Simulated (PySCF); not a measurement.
Computed structure and properties of Y2S3

System: Y2S3 (singlet); start: template (D3h). Method: PySCF 2.14.0, RKS PBE0, Y def2-SVP with ECP28, S def2-SVP; non-relativistic Hamiltonian with scalar-relativistic core potentials where named; density fitting; no spin-orbit coupling.

Input of the relaxation:

```python
mol = gto.M(atom='''
Y      0.00000     0.00000     1.63740
Y     -0.00000    -0.00000    -1.63740
S      1.76557     0.00003    -0.00000
S     -0.88281     1.52901    -0.00000
S     -0.88276    -1.52904     0.00000''',
    basis={'Y': 'def2-SVP', 'S': 'def2-SVP'},
    ecp={'Y': 'def2-SVP'},
    charge=0, spin=0)
mf = dft.RKS(mol, xc='PBE0')
mf.grids.atom_grid = (50, 194)
mf = mf.density_fit()  # fitting sets: Y def2-universal-JKFIT, S def2-universal-JKFIT
mf.conv_tol = 1e-08; mf.max_cycle = 55
mf.kernel(dm0)  # dm0: converged density of the start geometry
# quasi-Newton relaxation in Cartesian coordinates to a largest gradient under 0.00045 Eh/bohr, steps kept in the point group
```

Run from Python with OMP_NUM_THREADS=2; the lines above give its settings. Where DIIS fails, smearing, a level shift and second-order steps follow.
It took 34 s on 2 threads of AMD EPYC 9B14 (Zen 4) (shared host), from the converged density of the start.

Course of the relaxation:

```tsv
step	energy above end (eV)	largest force component within the symmetry (eV/Å)
0	1.2848	3.406
1	0.5844	1.982
2	0.0839	0.764
3	0.0112	0.506
4	0.0036	0.283
5	0.0005	0.072
6	0.0000	0.012
7	0.0000	0.002
```

Relaxed geometry (D3h):

```xyz
5

Y     0.0000    0.0000    1.4993
Y     0.0000    0.0000   -1.4993
S     2.0303    0.0000    0.0000
S    -1.0152    1.7583    0.0000
S    -1.0151   -1.7583    0.0000
```

```tsv
contact	Å
Y1–S3 (S)	2.524
Y1–S4 (S)	2.524
Y1–S5 (S)	2.524
```

On the finer grid (75, 302):

```yaml
HOMO: -5.20 eV
LUMO: -1.98 eV
Dipole_about_the_centre_of_mass: 0.00 D
Set_of_Mulliken_populations_of_Y1_outside_the_core_potential: s 2.41, p 6.25, d 1.53, f 0.09
D3_BJ_dispersion_energy_not_in_the_energies: -0.281 eV
```

```csv
atom,Mulliken (e),Löwdin (e),spin (e)
Y1,0.72,-0.19,0.00
Y2,0.72,-0.19,0.00
S3,-0.48,0.12,0.00
S4,-0.48,0.12,0.00
S5,-0.48,0.12,0.00
```

On the grid (50, 194), as all that follows. Harmonic modes: a minimum; lowest 170 cm⁻¹ (negative: unstable), highest 390 cm⁻¹, zero-point energy 0.149 eV.

Rigid scan of S along the line from its metal:

| distance to S3 (Å) | energy (eV) |
| --- | --- |
| 2.22 | 0.646 |
| 2.32 | 0.254 |
| 2.42 | 0.056 |
| 2.52 | 0.000 |
| 2.62 | 0.046 |
| 2.72 | 0.168 |
| 2.82 | 0.346 |
| 2.97 | 0.689 |

One start shape was tried, so this needn't be the lowest isomer.
